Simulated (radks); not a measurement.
Problem. Spherical quantum dot in the effective-mass picture: electrons in a well V = -V0 / (1 + exp((r - R)/a)) with V0 = 12.7, R = 4.88, a = 0.19, all in effective atomic units (hartree* = m*/eps^2 hartree, bohr* = eps/m* bohr), one dielectric constant everywhere. Calculated with a radial shooting solver with Libxc functionals: non-relativistic Kohn-Sham, LDA (Slater exchange, Perdew-Wang correlation), spin-polarised, spherical densities. Levels are named by radial order and angular momentum (1s, 1p, 1d, 2s, ...), and open shells are averaged over m. Results are scaled to m* = 0.164 and eps = 10.5, for which hartree* = 40.48 meV and bohr* = 3.388 nm. At N = 17 the configuration is 1s2 1p6 1d(up 5, down 4). Does electron 18 go into 1d down or 1f down or 1f up?

Solution. Into 1d down. The total energies of the other choices lie higher by 10.3 meV (1f up), 10.7 meV (1f down).
